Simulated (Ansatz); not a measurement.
Relaxation of BrGeH5O3 (10 atoms, charge 0, multiplicity 1), to a largest force component of 0.03 eV/Å in at most 50 steps.

All numbers below come from Ansatz 0.2.0, RKS PBE/def2-SVP.

```xyz
10
Properties=species:S:1:pos:R:3:forces:R:3
Ge -0.052 -0.259 0.167 -0.11 -0.19 -0.04
H 0.135 -0.151 1.703 0.00 -0.04 -0.01
O 1.461 -0.169 -0.767 0.00 -0.08 -0.05
H 1.548 -1.001 -1.277 -0.01 0.08 0.05
O -1.169 1.071 -0.244 0.00 -0.02 0.00
H -1.008 1.376 -1.158 0.00 0.02 -0.01
O -0.704 -1.861 -0.312 -0.01 -0.02 -0.01
H -1.625 -1.985 -0.015 0.01 0.02 -0.01
Br 1.575 2.676 1.493 -0.67 -0.76 0.58
H 0.694 1.591 2.050 0.79 1.00 -0.48
```

Task: Where does it end, and by what steps?

Result: The forces met the threshold. The force dipped under the threshold on the way, but the program's further checks kept it going. After 21 steps the energy has fallen by 0.435 eV; Br9 moved furthest, 1.28 Å.

```tsv
step	energy less start (eV)	largest force component (eV/Å)	accepted
0	0.0000	1.001	yes
1	-0.0952	0.270	yes
2	-0.1173	0.126	yes
3	-0.1297	0.081	yes
4	-0.1418	0.211	yes
5	-0.1614	0.326	yes
6	-0.1963	0.264	yes
7	-0.2409	0.461	yes
8	-0.2997	0.442	yes
9	-0.3616	0.272	yes
10	-0.4131	0.138	yes
11	-0.4209	0.075	yes
12	-0.4247	0.043	yes
13	-0.4279	0.018	yes
14	-0.4300	0.115	yes
15	-0.4314	0.069	yes
16	-0.3906	0.678	no
17	-0.4325	0.108	yes
18	-0.4336	0.039	yes
19	-0.4341	0.039	yes
20	-0.4344	0.028	yes
21	-0.4345	0.017	yes
```

```xyz
10
Properties=species:S:1:pos:R:3
Ge 0.210 -0.573 0.167
H 0.685 -0.757 1.619
O 1.496 -0.780 -1.042
H 1.206 -1.416 -1.725
O -0.380 1.141 0.092
H -0.312 1.504 -0.814
O -1.071 -1.691 -0.387
H -1.900 -1.584 0.116
Br 0.730 3.167 2.329
H 0.190 2.275 1.286
```

Whether the end is a true minimum wasn't checked by a vibrational analysis.

Time of the run: 36 s on 4 threads of Arm Neoverse V1 (shared host), peak memory 0.2 GiB.
